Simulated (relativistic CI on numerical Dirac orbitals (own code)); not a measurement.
## d2 in a ligand field

Computed with a parametric ligand-field model of a d^n configuration (Racah B and C, spin-orbit zeta, crystal field), exact diagonalisation.

Field parameters in Wybourne normalisation: Td as Oh with Dq negative (B⁴₀ = 21Dq, B⁴₄ = √(5/14) B⁴₀). The field is a parameter set, without covalency.

B = 620 cm⁻¹, C = 2570 cm⁻¹ (C/B = 4.15), Td, no spin-orbit coupling. Tanabe-Sugano data, E/B above the lowest term (Δ = |10Dq|; b, c mark the second and third term of a kind):

| Δ/B | 3A2 | 3T2 | 3T1 | 1E | 1T2 | 1A1 |
| --- | --- | --- | --- | --- | --- | --- |
| 1.0 | 0.00 | 1.00 | 1.79 | 14.02 | 14.68 | 21.06 |
| 1.9 | 0.00 | 1.90 | 3.38 | 14.48 | 15.89 | 21.70 |
| 2.8 | 0.00 | 2.81 | 4.96 | 14.81 | 17.05 | 22.30 |
| 3.7 | 0.00 | 3.69 | 6.48 | 15.04 | 18.15 | 22.84 |
| 4.6 | 0.00 | 4.60 | 8.00 | 15.22 | 19.23 | 23.36 |
| 5.5 | 0.00 | 5.50 | 9.50 | 15.36 | 20.29 | 23.83 |
| 6.4 | 0.00 | 6.40 | 10.97 | 15.47 | 21.33 | 24.27 |
| 7.3 | 0.00 | 7.31 | 12.40 | 15.56 | 22.34 | 24.68 |
| 8.2 | 0.00 | 8.19 | 13.78 | 15.63 | 23.32 | 25.05 |
| 9.1 | 0.00 | 9.10 | 15.14 | 15.68 | 24.31 | 25.39 |
| 10.0 | 0.00 | 10.00 | 16.48 | 15.73 | 25.29 | 25.72 |
| 10.9 | 0.00 | 10.90 | 17.78 | 15.78 | 26.26 | 26.02 |
| 11.8 | 0.00 | 11.81 | 19.05 | 15.81 | 27.22 | 26.29 |
| 12.7 | 0.00 | 12.69 | 20.26 | 15.84 | 28.16 | 26.55 |
| 13.6 | 0.00 | 13.60 | 21.47 | 15.87 | 29.11 | 26.79 |
| 14.5 | 0.00 | 14.50 | 22.65 | 15.90 | 30.05 | 27.02 |
| 15.4 | 0.00 | 15.40 | 23.80 | 15.92 | 30.99 | 27.23 |
| 16.3 | 0.00 | 16.31 | 24.94 | 15.94 | 31.93 | 27.42 |
| 17.2 | 0.00 | 17.19 | 26.03 | 15.95 | 32.85 | 27.60 |
| 18.1 | 0.00 | 18.10 | 27.12 | 15.97 | 33.78 | 27.77 |
| 19.0 | 0.00 | 19.00 | 28.19 | 15.99 | 34.71 | 27.94 |
| 19.9 | 0.00 | 19.90 | 29.25 | 16.00 | 35.63 | 28.09 |
| 20.8 | 0.00 | 20.81 | 30.29 | 16.01 | 36.56 | 28.23 |
| 21.7 | 0.00 | 21.69 | 31.31 | 16.02 | 37.47 | 28.37 |

The ground term stays 3A2.
